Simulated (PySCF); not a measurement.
Compound: C₄H₇NPSi₂ (doublet state).
SMILES with atom numbers: `[CH:1]#[C:2][CH2:3][Si@H:4]([C:5]#[N:6])[SiH:7][PH2:8]` (hydrogens: H9 on C1; H10, H11 on C3; H12 on Si4; H13 on Si7; H14, H15 on P8)

Cartesian coordinates in Å at the GFN2-xTB level; atoms count from 1:
```xyz
15
C4H7NPSi2 angstrom
C      1.7308    1.7211   -0.4121
C      1.5419    0.7406    0.2507
C      1.2472   -0.4482    1.0068
Si    -0.1697   -1.4596    0.1758
C      0.6307   -2.3827   -1.2407
N      1.1116   -2.9515   -2.1114
Si    -1.5878    0.0882   -0.8025
P     -2.3427    1.6227    0.6469
H      1.9470    2.5862   -0.9645
H      2.1517   -1.0532    1.0906
H      0.9457   -0.1625    2.0171
H     -0.4775   -2.5558    1.1200
H     -2.8349   -0.5344   -1.3071
H     -1.1321    2.2683    0.8166
H     -2.7664    2.5288   -0.3080
```

The hyperfine couplings belong to this conformer and change with its torsions.

Level of theory: UKS B3LYP, pcH-1 on C H N P Si, non-relativistic, mean-field spin-orbit, GIAO in PySCF. The structure is a single GFN2-xTB conformer in the gas phase; no vibrational or solvent corrections. A GFN2-xTB geometry isn't a minimum of the functional, and hyperfine couplings can be far from their values at a DFT geometry, by a factor of two or more for some ions and for spin on atoms past the first row. No stability test was run, so a lower SCF solution isn't excluded.

Q: The isotropic 29Si couplings are -479.8, -26.8 MHz. Assign them to Si4; Si7.

A: 
| site | a_iso (MHz) | ρ(0) (bohr⁻³) | position | distance from Si7 (Å) | spin population | largest \|T\| (MHz) |
| --- | --- | --- | --- | --- | --- | --- |
| Si4 | -26.8 | +0.0303 | 1 bond from Si7 | 2.32 | +0.04 | 12.9 |
| Si7 | -479.8 | +0.5407 | largest spin population | 0.00 | +0.81 | 151.4 |

ρ(0) is the spin density at the nucleus and T the dipolar tensor; a_iso includes a spin–orbit part; entries for several nuclei are means. The Mulliken spin populations are largest on Si7 (+0.81) and P8 (+0.10). Si7 is the only atom above +0.15. The angles at Si7 add up to 328.2°, so it is pyramidal.

Examples of negative spin density at the nucleus (bohr⁻³): C3 (-0.0020).

Class means assume fast exchange of nuclei equivalent by connectivity; if that motion is slow, each nucleus keeps its own coupling. The 1H value of +24.4 MHz is a mean of couplings from 18.0 to 30.9 MHz in this one geometry, not an average over conformers.

Hardware: an Arm Neoverse V2 with one thread (shared host). Cost: 2.3 min (grids of density and orbitals included), 1.1 GiB resident at most.
